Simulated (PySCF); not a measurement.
Vertical excitations of a molecule H9N3Si2 from TDA-PBE0/def2-SVPD (PySCF 2.14.0), as energy in eV (oscillator strength): 6.44 (0.023), 6.46 (0.030), 6.74 (0.042), 6.93 (0.021), 7.08 (0.000), 7.19 (0.000), 7.23 (0.168), 7.47 (0.002), 7.61 (0.005), 7.71 (0.021). Lowest triplet (TDA): 6.10 eV. The structure is a stationary point at B3LYP-D3(BJ)/def2-SVP. One conformer was computed; it need not be the lowest.

Q: Which structure fits?
A) N[Si](N)(N)[SiH3]
B) N[SiH2][SiH](N)N
C) N[SiH2]N[SiH2]N
D) N[SiH](N)N[SiH3]

A: C, N[SiH2]N[SiH2]N
